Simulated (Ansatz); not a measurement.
H$_{5}$B$_{3}$N$_{3}$, doublet, geometry from GFN2-xTB; MP2/STO-3G (Ansatz, a quantum-chemistry and plane-wave program).

Here is a job for Ansatz.
Ansatz 0.2 input:
```yaml
crystal:
  periodic: [false, false, false]
  atoms:
    - {symbol: B, position_ang: [-0.91062503, 1.13149532, 0.29076823]}
    - {symbol: N, position_ang: [-1.37695949, -0.12573446, 0.01619112]}
    - {symbol: B, position_ang: [-0.69719392, -1.27831028, -0.27186253]}
    - {symbol: N, position_ang: [0.73883889, -1.11549616, -0.28144257]}
    - {symbol: B, position_ang: [1.35780215, 0.12398515, -0.01596586]}
    - {symbol: N, position_ang: [0.53097538, 1.23144686, 0.26651132]}
    - {symbol: H, position_ang: [-1.57325668, 2.06827039, 0.52850262]}
    - {symbol: H, position_ang: [-1.18458869, -2.32009784, -0.49607420]}
    - {symbol: H, position_ang: [1.29505236, -1.93143915, -0.48782490]}
    - {symbol: H, position_ang: [2.52800212, 0.23083975, -0.02972578]}
    - {symbol: H, position_ang: [0.93489140, 2.13506227, 0.46160388]}
basis:
  gaussian:
    orbitals: STO-3G
magnetization: {spin_polarized: true, initial_magnetization: 1}
correlation: {method: mp2}
```

Q: Predict the main parts of the log of this Ansatz run.

A: 
```
Functional definition: HF
490 factors; integrals over basis functions are off by at most 5.4e-5 eV
mean field evaluation 1: about -6459.1845 eV, gradient 1.8e1 eV
mean field evaluation 2: about -6459.3641 eV, gradient 1.8e1 eV
mean field evaluation 4: about -6462.4745 eV, gradient 2.2e0 eV
mean field evaluation 8: about -6462.5645 eV, gradient 1.2e-1 eV
mean field evaluation 16: about -6458.0687 eV, gradient 1.9e-4 eV
mean field -6462.56490314 eV, -237.4948797066 hartree, gradient 1.4e-6 eV, S^2 0.763446; 2 other end points of the search recorded, 0 dependent functions left out
6 core orbitals not correlated
reference -6462.56490314 eV, -237.4948797066 hartree; 15, 14 occupied and 14, 15 virtual orbitals, 490 factors
second order -6.77570268 eV of doubles, -0.00000000 eV of singles
Total energy: -6469.34060582 eV, -237.7438821874 hartree
```
